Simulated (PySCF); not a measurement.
trimethyl amine (C$_{3}$H$_{9}$N), singlet, geometry from GFN2-xTB; BLYP/6-31G* (PySCF).

PySCF was given this input:
```python
from pyscf import gto, scf, dft

mol = gto.Mole()
mol.atom = '''
    N    -0.00261790    0.00013854    0.37401739
    C    -0.00152192    1.37970834   -0.06300031
    C     1.19627023   -0.68818901   -0.05385049
    C    -1.19343643   -0.69158875   -0.07057579
    H     0.00601956    1.47958855   -1.16082857
    H     0.87937092    1.88014242    0.33668072
    H    -0.88934309    1.87762614    0.32430169
    H     1.29087415   -0.73861551   -1.15101370
    H     1.18494027   -1.70346684    0.34014693
    H     2.06712214   -0.17042002    0.34575384
    H    -1.27253017   -0.74226236   -1.16895468
    H    -2.07126594   -0.17630754    0.31678972
    H    -1.18473380   -1.70683808    0.32356185
'''
mol.basis = '6-31g*'
mol.verbose = 4
mol.build()

mf = dft.RKS(mol)
mf.xc = 'blyp'
mf.diis = False
mf.damp = 0.3
mf.diis_start_cycle = 200
mf.max_cycle = 150
mf.kernel()
mf.analyze()
```

What the program printed (banner, timings and long lists left out):

```
PySCF version 2.14.0

[INPUT] verbose = 4
[INPUT] num. atoms = 13
[INPUT] num. electrons = 34
[INPUT] charge = 0
[INPUT] spin (= nelec alpha-beta = 2S) = 0
[INPUT] symmetry False subgroup None
[INPUT] Mole.unit = angstrom
[INPUT] Symbol           X                Y                Z      unit          X                Y                Z       unit  Magmom
[...]
nuclear repulsion = 139.207632408996
number of shells = 42
number of NR pGTOs = 144
number of NR cGTOs = 74
basis = 6-31g*
ecp = {}

******** <class 'pyscf.dft.rks.RKS'> ********
method = RKS
initial guess = minao
damping factor = 0.3
level_shift factor = 0
DIIS disabled
SCF conv_tol = 1e-09
SCF conv_tol_grad = None
SCF max_cycles = 150
direct_scf = True
direct_scf_tol = 1e-13
XC library pyscf.dft.libxc version 7.1.2
    S. Lehtola, C. Steigemann, M. J. T. Oliveira, and M. A. L. Marques,  SoftwareX 7, 1–5 (2018)
XC functionals = blyp
    A. D. Becke,  Phys. Rev. A 38, 3098 (1988)
    C. Lee, W. Yang, and R. G. Parr,  Phys. Rev. B 37, 785 (1988)
    B. Miehlich, A. Savin, H. Stoll, and H. Preuss,  Chem. Phys. Lett. 157, 200 (1989)
radial grids:
    Treutler-Ahlrichs [JCP 102, 346 (1995); DOI:10.1063/1.469408] (M4) radial grids

becke partition: Becke, JCP 88, 2547 (1988); DOI:10.1063/1.454033
pruning grids: <function nwchem_prune>
grids dens level: 3
symmetrized grids: False
atomic radii adjust function: <function treutler_atomic_radii_adjust>
small_rho_cutoff = 0
Set gradient conv threshold to 3.16228e-05
Initial guess from minao.
tot grids = 144528
init E= -174.417128984987
[...]
cycle= 1 E= -174.283744630662  delta_E= 0.133  |g|= 0.501  |ddm|= 3.01
[...]
cycle= 2 E= -174.315621332148  delta_E= -0.0319  |g|= 0.397  |ddm|= 1.15
[...]
cycle= 3 E= -174.326427747562  delta_E= -0.0108  |g|= 0.346  |ddm|= 0.895
[...]
cycle= 4 E= -174.329858451962  delta_E= -0.00343  |g|= 0.333  |ddm|= 0.847
[...]
cycle= 5 E= -174.330645888485  delta_E= -0.000787  |g|= 0.338  |ddm|= 0.815
[...]
cycle= 6 E= -174.327995700998  delta_E= 0.00265  |g|= 0.356  |ddm|= 0.83
[...]
cycle= 7 E= -174.325039294849  delta_E= 0.00296  |g|= 0.383  |ddm|= 0.853
[...]
cycle= 8 E= -174.318974229817  delta_E= 0.00607  |g|= 0.413  |ddm|= 0.912
[...]
cycle= 9 E= -174.313700780813  delta_E= 0.00527  |g|= 0.451  |ddm|= 0.96
[...]
cycle= 10 E= -174.304259203873  delta_E= 0.00944  |g|= 0.489  |ddm|= 1.05
[...]
cycle= 11 E= -174.296696918257  delta_E= 0.00756  |g|= 0.535  |ddm|= 1.12
[...]
cycle= 12 E= -174.282720443926  delta_E= 0.014  |g|= 0.58  |ddm|= 1.24
[...]
cycle= 13 E= -174.272343468945  delta_E= 0.0104  |g|= 0.635  |ddm|= 1.32
[...]
cycle= 14 E= -174.251611917095  delta_E= 0.0207  |g|= 0.688  |ddm|= 1.48
[...]
cycle= 15 E= -174.237557495848  delta_E= 0.0141  |g|= 0.755  |ddm|= 1.57
[...]
cycle= 16 E= -174.206282888218  delta_E= 0.0313  |g|= 0.819  |ddm|= 1.78
[...]
cycle= 17 E= -174.187373590705  delta_E= 0.0189  |g|= 0.901  |ddm|= 1.89
[...]
cycle= 18 E= -174.138897203617  delta_E= 0.0485  |g|= 0.978  |ddm|= 2.18
[...]
cycle= 19 E= -174.113599536041  delta_E= 0.0253  |g|= 1.08  |ddm|=  2.3
[...]
cycle= 20 E= -174.035294852575  delta_E= 0.0783  |g|= 1.18  |ddm|= 2.72
[...]
cycle= 21 E= -174.001670682993  delta_E= 0.0336  |g|=  1.3  |ddm|= 2.86
[...]
cycle= 22 E= -173.866613046721  delta_E= 0.135  |g|= 1.43  |ddm|= 3.53
[...]
cycle= 23 E= -173.822363306149  delta_E= 0.0442  |g|= 1.59  |ddm|= 3.68
[...]
cycle= 24 E= -173.561454991889  delta_E= 0.261  |g|= 1.78  |ddm|= 4.94
[...]
cycle= 25 E= -173.50443466685  delta_E= 0.057  |g|=    2  |ddm|= 5.11
[...]
cycle= 26 E= -172.886466410755  delta_E= 0.618  |g|= 2.28  |ddm|= 8.36
[...]
cycle= 27 E= -172.815649679538  delta_E= 0.0708  |g|= 2.65  |ddm|= 8.51
[...]
cycle= 28 E= -171.597245407532  delta_E= 1.22  |g|= 2.77  |ddm|= 14.8
[...]
cycle= 29 E= -171.527622699943  delta_E= 0.0696  |g|= 3.54  |ddm|= 14.9
[...]
cycle= 30 E= -170.401447744685  delta_E= 1.13  |g|= 3.19  |ddm|= 17.6
[...]
cycle= 31 E= -170.431504684882  delta_E= -0.0301  |g|= 4.16  |ddm|= 17.6
[...]
cycle= 32 E= -169.450286448863  delta_E= 0.981  |g|= 3.54  |ddm|= 19.2
[...]
cycle= 33 E= -169.520958942853  delta_E= -0.0707  |g|=  4.6  |ddm|= 19.2
[...]
cycle= 34 E= -168.582814060331  delta_E= 0.938  |g|= 3.83  |ddm|= 20.7
[...]
cycle= 35 E= -168.648194688157  delta_E= -0.0654  |g|= 4.99  |ddm|= 20.7
[...]
cycle= 36 E= -167.68740454609  delta_E= 0.961  |g|=  4.1  |ddm|= 22.5
[...]
cycle= 37 E= -167.728042731652  delta_E= -0.0406  |g|= 5.36  |ddm|= 22.5
[...]
cycle= 38 E= -166.618220735948  delta_E= 1.11  |g|= 4.36  |ddm|= 25.3
[...]
cycle= 39 E= -166.601617937565  delta_E= 0.0166  |g|= 5.77  |ddm|= 25.3
[...]
cycle= 40 E= -164.696802972531  delta_E=  1.9  |g|= 4.64  |ddm|= 32.6
[...]
cycle= 41 E= -164.423456097676  delta_E= 0.273  |g|= 6.45  |ddm|= 32.7
[...]
cycle= 42 E= -161.256323193925  delta_E= 3.17  |g|= 4.56  |ddm|= 43.3
[...]
cycle= 43 E= -160.785429283269  delta_E= 0.471  |g|= 7.32  |ddm|= 43.4
[...]
cycle= 44 E= -159.545469077623  delta_E= 1.24  |g|= 4.63  |ddm|= 44.7
[...]
cycle= 45 E= -160.075549020127  delta_E= -0.53  |g|= 7.43  |ddm|= 44.8
[...]
cycle= 46 E= -159.328951837  delta_E= 0.747  |g|= 4.63  |ddm|=   45
[...]
cycle= 47 E= -160.056283137097  delta_E= -0.727  |g|= 7.43  |ddm|=   45
[...]
cycle= 48 E= -159.329637049252  delta_E= 0.727  |g|= 4.63  |ddm|=   45
[...]
cycle= 49 E= -160.060173361301  delta_E= -0.731  |g|= 7.43  |ddm|=   45
[...]
cycle= 50 E= -159.33160923173  delta_E= 0.729  |g|= 4.63  |ddm|=   45
[...]
cycle= 51 E= -160.060827021865  delta_E= -0.729  |g|= 7.43  |ddm|=   45
[...]
cycle= 52 E= -159.331830064816  delta_E= 0.729  |g|= 4.63  |ddm|=   45
[...]
cycle= 53 E= -160.060871245313  delta_E= -0.729  |g|= 7.43  |ddm|=   45
[...]
cycle= 54 E= -159.331836065205  delta_E= 0.729  |g|= 4.63  |ddm|=   45
[...]
cycle= 55 E= -160.060868731288  delta_E= -0.729  |g|= 7.43  |ddm|=   45
[...]
cycle= 56 E= -159.331834050855  delta_E= 0.729  |g|= 4.63  |ddm|=   45
[...]
cycle= 57 E= -160.060867751479  delta_E= -0.729  |g|= 7.43  |ddm|=   45
[...]
cycle= 88 E= -159.331829001768  delta_E= 0.729  |g|= 4.63  |ddm|=   45
[...]
cycle= 89 E= -160.060863662176  delta_E= -0.729  |g|= 7.43  |ddm|=   45
[...]
cycle= 90 E= -159.331828384034  delta_E= 0.729  |g|= 4.63  |ddm|=   45
[...]
cycle= 91 E= -160.060863138737  delta_E= -0.729  |g|= 7.43  |ddm|=   45
[...]
cycle= 92 E= -159.331827702574  delta_E= 0.729  |g|= 4.63  |ddm|=   45
[...]
cycle= 93 E= -160.060862561479  delta_E= -0.729  |g|= 7.43  |ddm|=   45
[...]
cycle= 94 E= -159.331826950756  delta_E= 0.729  |g|= 4.63  |ddm|=   45
[...]
cycle= 95 E= -160.060861924799  delta_E= -0.729  |g|= 7.43  |ddm|=   45
[...]
cycle= 96 E= -159.331826121261  delta_E= 0.729  |g|= 4.63  |ddm|=   45
[...]
cycle= 97 E= -160.060861222506  delta_E= -0.729  |g|= 7.43  |ddm|=   45
[...]
cycle= 98 E= -159.331825205921  delta_E= 0.729  |g|= 4.63  |ddm|=   45
[...]
cycle= 99 E= -160.060860447696  delta_E= -0.729  |g|= 7.43  |ddm|=   45
[...]
cycle= 100 E= -159.331824195688  delta_E= 0.729  |g|= 4.63  |ddm|=   45
[...]
cycle= 101 E= -160.060859592716  delta_E= -0.729  |g|= 7.43  |ddm|=   45
[...]
cycle= 102 E= -159.331823080469  delta_E= 0.729  |g|= 4.63  |ddm|=   45
[...]
cycle= 103 E= -160.06085864903  delta_E= -0.729  |g|= 7.43  |ddm|=   45
[...]
cycle= 104 E= -159.331821849053  delta_E= 0.729  |g|= 4.63  |ddm|=   45
[...]
cycle= 105 E= -160.06085760715  delta_E= -0.729  |g|= 7.43  |ddm|=   45
[...]
cycle= 106 E= -159.331820488939  delta_E= 0.729  |g|= 4.63  |ddm|=   45
[...]
cycle= 107 E= -160.060856456482  delta_E= -0.729  |g|= 7.43  |ddm|=   45
[...]
cycle= 108 E= -159.331818986158  delta_E= 0.729  |g|= 4.63  |ddm|=   45
[...]
cycle= 109 E= -160.060855185207  delta_E= -0.729  |g|= 7.43  |ddm|=   45
[...]
cycle= 110 E= -159.331817325125  delta_E= 0.729  |g|= 4.63  |ddm|=   45
[...]
cycle= 111 E= -160.060853780111  delta_E= -0.729  |g|= 7.43  |ddm|=   45
[...]
cycle= 112 E= -159.331815488393  delta_E= 0.729  |g|= 4.63  |ddm|=   45
[...]
cycle= 113 E= -160.060852226405  delta_E= -0.729  |g|= 7.43  |ddm|=   45
[...]
cycle= 114 E= -159.331813456429  delta_E= 0.729  |g|= 4.63  |ddm|=   45
[...]
cycle= 115 E= -160.06085050752  delta_E= -0.729  |g|= 7.43  |ddm|=   45
[...]
cycle= 116 E= -159.33181120733  delta_E= 0.729  |g|= 4.63  |ddm|=   45
[...]
cycle= 117 E= -160.060848604862  delta_E= -0.729  |g|= 7.43  |ddm|=   45
[...]
cycle= 118 E= -159.331808716476  delta_E= 0.729  |g|= 4.63  |ddm|=   45
[...]
cycle= 119 E= -160.060846497533  delta_E= -0.729  |g|= 7.43  |ddm|=   45
[...]
cycle= 120 E= -159.331805956194  delta_E= 0.729  |g|= 4.63  |ddm|=   45
[...]
cycle= 121 E= -160.060844162017  delta_E= -0.729  |g|= 7.43  |ddm|=   45
[...]
cycle= 122 E= -159.331802895294  delta_E= 0.729  |g|= 4.63  |ddm|=   45
[...]
cycle= 123 E= -160.060841571792  delta_E= -0.729  |g|= 7.43  |ddm|=   45
[...]
cycle= 124 E= -159.331799498585  delta_E= 0.729  |g|= 4.63  |ddm|=   45
[...]
cycle= 125 E= -160.060838696922  delta_E= -0.729  |g|= 7.43  |ddm|=   45
[...]
cycle= 126 E= -159.33179572626  delta_E= 0.729  |g|= 4.63  |ddm|=   45
[...]
cycle= 127 E= -160.06083550351  delta_E= -0.729  |g|= 7.43  |ddm|=   45
[...]
cycle= 128 E= -159.331791533257  delta_E= 0.729  |g|= 4.63  |ddm|=   45
[...]
cycle= 129 E= -160.060831953157  delta_E= -0.729  |g|= 7.43  |ddm|=   45
[...]
cycle= 130 E= -159.331786868399  delta_E= 0.729  |g|= 4.63  |ddm|=   45
[...]
cycle= 131 E= -160.060828002222  delta_E= -0.729  |g|= 7.43  |ddm|=   45
[...]
cycle= 132 E= -159.3317816735  delta_E= 0.729  |g|= 4.63  |ddm|=   45
[...]
cycle= 133 E= -160.060823601039  delta_E= -0.729  |g|= 7.43  |ddm|=   45
[...]
cycle= 134 E= -159.331775882218  delta_E= 0.729  |g|= 4.63  |ddm|=   45
[...]
cycle= 135 E= -160.060818692928  delta_E= -0.729  |g|= 7.43  |ddm|=   45
[...]
cycle= 136 E= -159.331769418761  delta_E= 0.729  |g|= 4.63  |ddm|=   45
[...]
cycle= 137 E= -160.060813213073  delta_E= -0.729  |g|= 7.43  |ddm|=   45
[...]
cycle= 138 E= -159.33176219629  delta_E= 0.729  |g|= 4.63  |ddm|=   45
[...]
cycle= 139 E= -160.060807087129  delta_E= -0.729  |g|= 7.43  |ddm|=   45
[...]
cycle= 140 E= -159.331754115082  delta_E= 0.729  |g|= 4.63  |ddm|=   45
[...]
cycle= 141 E= -160.060800229632  delta_E= -0.729  |g|= 7.43  |ddm|=   45
[...]
cycle= 142 E= -159.331745060276  delta_E= 0.729  |g|= 4.63  |ddm|=   45
[...]
cycle= 143 E= -160.060792542015  delta_E= -0.729  |g|= 7.43  |ddm|=   45
[...]
cycle= 144 E= -159.331734899176  delta_E= 0.729  |g|= 4.63  |ddm|=   45
[...]
cycle= 145 E= -160.060783910266  delta_E= -0.729  |g|= 7.43  |ddm|=   45
[...]
cycle= 146 E= -159.331723478003  delta_E= 0.729  |g|= 4.63  |ddm|=   45
[...]
cycle= 147 E= -160.060774202074  delta_E= -0.729  |g|= 7.43  |ddm|=   45
[...]
cycle= 148 E= -159.331710617919  delta_E= 0.729  |g|= 4.63  |ddm|=   45
[...]
cycle= 149 E= -160.060763263347  delta_E= -0.729  |g|= 7.43  |ddm|=   45
[...]
cycle= 150 E= -159.331696110228  delta_E= 0.729  |g|= 4.63  |ddm|=   45
SCF not converged.
SCF energy = -159.331696110228
**** SCF Summaries ****
Total Energy =                        -159.331696110228279
Nuclear Repulsion Energy =             139.207632408995664
One-electron Energy =                 -454.017971197049064
Two-electron Energy =                  155.478642677825121
Two-electron Coulomb Energy =          179.996465859710696
DFT Exchange-Correlation Energy =      -24.517823181885564
HOMO-LUMO gap [eV] =                     1.800613686644330
**** MO energy ****
[...]
 ** Mulliken pop on meta-lowdin orthogonal AOs  **
 ** Mulliken pop  **
 ** Mulliken atomic charges  **
charge of    0N =      4.81500
charge of    1C =      0.40793
charge of    2C =      0.43604
charge of    3C =      0.43753
charge of    4H =     -0.81990
charge of    5H =     -0.60469
charge of    6H =     -0.60455
charge of    7H =     -0.82178
charge of    8H =     -0.60458
charge of    9H =     -0.60720
charge of   10H =     -0.82188
charge of   11H =     -0.60720
charge of   12H =     -0.60472
Dipole moment(X, Y, Z, Debye): -0.18753, -0.21780, 25.38523
```

The run did not converge; its last values are not results.
